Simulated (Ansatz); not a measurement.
Pb5⁺: single points at one geometry.

```yaml
crystal:
  periodic: [false, false, false]
  atoms:
    - {symbol: Pb, position_ang: [1.161924, 1.381979, -0.848717]}
    - {symbol: Pb, position_ang: [1.475216, -1.500570, -0.472886]}
    - {symbol: Pb, position_ang: [0.156504, 1.094753, 2.022946]}
    - {symbol: Pb, position_ang: [-1.134630, -1.409353, 0.839443]}
    - {symbol: Pb, position_ang: [-1.659014, 0.433190, -1.540786]}
basis:
  gaussian: {orbitals: def2-TZVP, initial_orbitals: start.molden}
total_charge: 1
magnetization: {spin_polarized: true, initial_magnetization: 1}
hamiltonian: {xc: {name: BHLYP}, dispersion: d4}
scf: {omitted_lower_state_checks: [starts]}
output: {orbitals: {seedname: orbitals}}
```

The file start.molden holds the orbitals of an earlier run on this structure, at another level or in another basis.

```sh
$ ansatz run in.yaml --threads 4 --pin off --events-out ev --progress --plain --max-ram 4787MiB
```

Output, abridged:

```
Functional definition: BHLYP
2475 factors; their error is unknown
mean field evaluation 1: about -26222.8895 eV, gradient 7.5e0 eV
mean field evaluation 2: about -26223.0097 eV, gradient 1.8e-1 eV
mean field evaluation 4: about -26223.4299 eV, gradient 5.9e-3 eV
mean field evaluation 8: about -26223.4299 eV, gradient 7.6e-5 eV
mean field -26223.42989597 eV, -963.6932737979 hartree, gradient 5.7e-6 eV, S^2 0.768415; 0 other end points of the search recorded, 0 dependent functions left out
reference -26223.43006213 eV, -963.6932799040 hartree; 55, 54 occupied and 195, 196 virtual orbitals, 2475 factors
Total energy: -26224.46199103 eV, -963.7312025915 hartree
Checks for a lower state left out: starts
```

Hardware: 4 threads of Arm Neoverse V1 on a shared host. Wall time 2.3 min, peak host memory 1.6 GiB.

The first input with `hamiltonian: {xc: r2scan, dispersion: d4}` (abridged; 70 s):

```
Functional definition: r2SCAN
mean field -26252.81780452 eV, -964.7732595170 hartree, gradient 6.5e-6 eV, S^2 0.767432
Total energy: -26252.88144708 eV, -964.7755983382 hartree
Checks for a lower state left out: starts
```

As the first input, with `hamiltonian: {xc: pbe, dispersion: d4}`, `output: {forces: true, orbitals: {seedname: orbitals}}` (abridged; 12 s):

```
Functional definition: PBE
mean field -26245.29804912 eV, -964.4969136032 hartree, gradient 7.6e-6 eV, S^2 0.753612
Total energy: -26245.70407136 eV, -964.5118346454 hartree
Atom 0 force     0.054844     0.085236    -0.043335 eV/Å
Atom 1 force     0.045162    -0.041377    -0.015505 eV/Å
Atom 2 force    -0.001675     0.015940     0.023509 eV/Å
Atom 3 force    -0.076121    -0.068365     0.051851 eV/Å
Atom 4 force    -0.022210     0.008566    -0.016520 eV/Å
Dipole moment:    -0.052206     0.053446     0.016865 e Å
Checks for a lower state left out: starts
```

Geometry: r2SCAN-D4/def2-SVP.

In the def2 sets Pb takes a core potential; there is no spin–orbit coupling. Another isomer (doublet) lies 0.05 eV lower at r2SCAN-D4/def2-TZVP; other spin states weren't run for this one.
